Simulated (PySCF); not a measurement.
```xyz
5

Ge     0.0000     0.0000     0.0000
H     -0.7923    -0.7368    -1.0855
H      0.0690     1.4924    -0.3421
H      1.4194    -0.5732     0.0744
H     -0.6962    -0.1823     1.3532
```

Charge 0, multiplicity 1.

Task: Give the Mulliken and meta-Löwdin atomic charges from r2SCAN-D4/def2-TZVP // r2SCAN-D4/def2-SVP (PySCF).

Result: 
```csv
atom,Mulliken (e),meta-Löwdin (e)
Ge1,0.01,0.18
H2,0.00,-0.04
H3,0.00,-0.04
H4,0.00,-0.04
H5,0.00,-0.04
```
